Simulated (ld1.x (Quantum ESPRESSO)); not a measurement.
Configuration tests for N (Z = 7) (PAW)

- Element: N
- Generator: ld1.x (Quantum ESPRESSO) 7.5
- Type: PAW
- Functional: LDA (PZ)
- Relativity: scalar-relativistic
- Frozen core: [He]
- Valence charge: 5
- Reference configuration: 2s2 2p3
- Partial waves: 2s (bound): rcut 0.65, rcutus 0.70 bohr; 2s channel at -0.4 Ry: rcut 0.65, rcutus 0.70 bohr; 2p (bound): rcut 1.10, rcutus 1.30 bohr; 2p channel at 1.6 Ry: rcut 1.10, rcutus 1.30 bohr
- Local potential: all-electron potential smoothed inside 0.80 bohr (lloc = -1)
- Core correction: a·sin(br)/r model core inside 0.75 bohr
- Augmentation charge: PSQ, radius 0.55 bohr

Energies are relative to the spin-unpolarised reference configuration 2s2 2p3; without spin polarisation the order of configurations can differ from experiment. Spin-polarised rows fill each open shell by Hund’s rule, majority spin first. The frozen-core shift is the all-electron ΔE with the core orbitals held at their reference shape minus the fully relaxed ΔE.

(1) Give the all-electron excitation energy and the error of the potential for: 2s2 2p2; 2s2 2p1; 2s2 2p0; 2s1 2p4; 2s0 2p5; 2s1 2p0; 2s2 2p3.3; 2s2 2p3 (spin-polarised); 2s2 2p2 (spin-polarised).

Levels in the configuration 2s2 2p1:

| level | all-electron (eV) | pseudo (eV) |
| --- | --- | --- |
| 2s | -48.893 | -48.897 |
| 2p | -37.616 | -37.618 |

Note: ghost state, extra bound levels that the all-electron valence spectrum of the same l lacks: s at -108.7 eV. A true bound ghost makes a file unfit for plane-wave use.

Answers

(1)

```json
{"valence configuration": "2s2 2p2", "charge": "+1", "ΔE all-electron (eV)": "13.732", "error AE − PS (meV)": "-0.6", "frozen-core shift (meV)": "+0.2"}
{"valence configuration": "2s2 2p1", "charge": "+2", "ΔE all-electron (eV)": "42.702", "error AE − PS (meV)": "-2.4", "frozen-core shift (meV)": "+2.2"}
{"valence configuration": "2s2 2p0", "charge": "+3", "ΔE all-electron (eV)": "89.866", "error AE − PS (meV)": "-10", "frozen-core shift (meV)": "+13"}
{"valence configuration": "2s1 2p4", "charge": "0", "ΔE all-electron (eV)": "11.204", "error AE − PS (meV)": "-0.7", "frozen-core shift (meV)": "+0.5"}
{"valence configuration": "2s0 2p5", "charge": "0", "ΔE all-electron (eV)": "22.452", "error AE − PS (meV)": "-2.2", "frozen-core shift (meV)": "+1.9"}
{"valence configuration": "2s1 2p0", "charge": "+4", "ΔE all-electron (eV)": "167.340", "error AE − PS (meV)": "-41", "frozen-core shift (meV)": "+45"}
{"valence configuration": "2s2 2p3.3", "charge": "-0.3", "ΔE all-electron (eV)": "-1.665", "error AE − PS (meV)": "+0.1", "frozen-core shift (meV)": "0.0"}
{"valence configuration": "2s2 2p3 (spin-polarised)", "charge": "0", "ΔE all-electron (eV)": "-2.892", "error AE − PS (meV)": "-3.3", "frozen-core shift (meV)": "+3.5"}
{"valence configuration": "2s2 2p2 (spin-polarised)", "charge": "+1", "ΔE all-electron (eV)": "12.043", "error AE − PS (meV)": "-3.0", "frozen-core shift (meV)": "+2.7"}
```
